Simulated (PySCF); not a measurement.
# Orbital levels and atomic charges: (6,0) AlN nanotube piece (Al24H12N24)

System: (6,0) AlN nanotube piece (Al24H12N24).

Cartesian coordinates (Å):
```
  1 N     2.728    1.576   -1.525
  2 Al    2.570    1.483   -3.329
  3 N     1.594    2.759   -4.148
  4 N     0.000    3.152   -1.524
  5 Al    0.001    2.966   -3.328
  6 N    -1.590    2.758   -4.152
  7 N    -2.711    1.567   -1.527
  8 Al   -2.559    1.478   -3.332
  9 N    -3.180   -0.004   -4.151
 10 N    -2.736   -1.578   -1.523
 11 Al   -2.570   -1.487   -3.327
 12 N    -1.597   -2.765   -4.147
 13 N    -0.003   -3.145   -1.524
 14 Al   -0.002   -2.964   -3.328
 15 N     1.590   -2.755   -4.149
 16 N     2.717   -1.567   -1.525
 17 Al    2.564   -1.478   -3.329
 18 N     3.188    0.001   -4.150
 19 Al    2.928    0.003   -0.654
 20 N     2.780    1.604    3.784
 21 Al    2.561    1.471    1.971
 22 N     1.573    2.729    1.133
 23 Al    1.459    2.527   -0.659
 24 N    -0.001    3.202    3.790
 25 Al   -0.010    2.949    1.975
 26 N    -1.599    2.763    1.135
 27 Al   -1.460    2.536   -0.653
 28 N    -2.772    1.601    3.790
 29 Al   -2.557    1.482    1.975
 30 N    -3.167    0.003    1.134
 31 Al   -2.920   -0.002   -0.655
 32 N    -2.781   -1.606    3.784
 33 Al   -2.557   -1.477    1.971
 34 N    -1.592   -2.752    1.131
 35 Al   -1.468   -2.533   -0.658
 36 N    -0.001   -3.203    3.783
 37 Al   -0.003   -2.949    1.969
 38 N     1.584   -2.738    1.133
 39 Al    1.456   -2.526   -0.656
 40 N     2.773   -1.597    3.785
 41 Al    2.561   -1.470    1.971
 42 N     3.193    0.001    1.132
 43 Al    3.637    0.002    3.960
 44 Al    1.816    3.145    3.950
 45 Al   -1.817    3.145    3.967
 46 Al   -3.632    0.000    3.955
 47 Al   -1.818   -3.149    3.953
 48 Al    1.815   -3.142    3.951
 49 H     1.664    2.880   -5.154
 50 H    -1.658    2.879   -5.158
 51 H    -3.321   -0.007   -5.156
 52 H    -1.663   -2.883   -5.153
 53 H     1.665   -2.885   -5.154
 54 H     3.328   -0.002   -5.156
 55 H     5.177   -0.001    3.976
 56 H     2.585    4.482    3.950
 57 H    -2.587    4.480    3.985
 58 H    -5.174    0.007    3.964
 59 H    -2.585   -4.487    3.969
 60 H     2.584   -4.476    3.956
```

Method: PBE0/def2-SVP, gas phase, PySCF, fitting set def2-universal-JFIT up to Ne and JKFIT beyond, grid level 1.

**Question.** Give the orbital energies near the gap.

**Answer.** 
```tsv
orbital	eV
HOMO-4	-7.05
HOMO-3	-7.04
HOMO-2	-6.75
HOMO-1	-6.69
HOMO	-6.68
LUMO	-2.78
LUMO+1	-1.71
LUMO+2	-1.51
LUMO+3	-1.08
```

**Question.** Give the partial charges of the non-hydrogen atoms.

**Answer.** 
| atom | Mulliken | IAO | Hirshfeld |
| --- | --- | --- | --- |
| N1 | -0.80 | -1.04 | -0.48 |
| Al2 | 0.76 | 1.06 | 0.51 |
| N3 | -0.62 | -0.95 | -0.43 |
| N4 | -0.80 | -1.04 | -0.48 |
| Al5 | 0.76 | 1.06 | 0.51 |
| N6 | -0.62 | -0.95 | -0.43 |
| N7 | -0.80 | -1.04 | -0.48 |
| Al8 | 0.76 | 1.06 | 0.51 |
| N9 | -0.62 | -0.95 | -0.43 |
| N10 | -0.80 | -1.04 | -0.48 |
| Al11 | 0.76 | 1.06 | 0.51 |
| N12 | -0.62 | -0.95 | -0.43 |
| N13 | -0.80 | -1.04 | -0.48 |
| Al14 | 0.76 | 1.06 | 0.51 |
| N15 | -0.62 | -0.95 | -0.43 |
| N16 | -0.80 | -1.04 | -0.48 |
| Al17 | 0.76 | 1.06 | 0.51 |
| N18 | -0.62 | -0.95 | -0.43 |
| Al19 | 0.80 | 1.03 | 0.49 |
| N20 | -0.74 | -1.05 | -0.48 |
| Al21 | 0.79 | 1.00 | 0.46 |
| N22 | -0.83 | -1.02 | -0.46 |
| Al23 | 0.79 | 1.03 | 0.49 |
| N24 | -0.74 | -1.05 | -0.48 |
| Al25 | 0.79 | 1.00 | 0.46 |
| N26 | -0.82 | -1.02 | -0.46 |
| Al27 | 0.80 | 1.03 | 0.49 |
| N28 | -0.74 | -1.05 | -0.48 |
| Al29 | 0.79 | 1.00 | 0.46 |
| N30 | -0.83 | -1.02 | -0.46 |
| Al31 | 0.79 | 1.03 | 0.49 |
| N32 | -0.74 | -1.05 | -0.48 |
| Al33 | 0.79 | 1.00 | 0.46 |
| N34 | -0.83 | -1.02 | -0.46 |
| Al35 | 0.79 | 1.03 | 0.49 |
| N36 | -0.74 | -1.05 | -0.48 |
| Al37 | 0.79 | 1.00 | 0.46 |
| N38 | -0.83 | -1.02 | -0.46 |
| Al39 | 0.79 | 1.03 | 0.49 |
| N40 | -0.74 | -1.05 | -0.48 |
| Al41 | 0.79 | 1.00 | 0.46 |
| N42 | -0.82 | -1.02 | -0.46 |
| Al43 | 0.66 | 0.94 | 0.46 |
| Al44 | 0.65 | 0.94 | 0.46 |
| Al45 | 0.66 | 0.94 | 0.46 |
| Al46 | 0.65 | 0.94 | 0.46 |
| Al47 | 0.66 | 0.94 | 0.46 |
| Al48 | 0.65 | 0.94 | 0.46 |
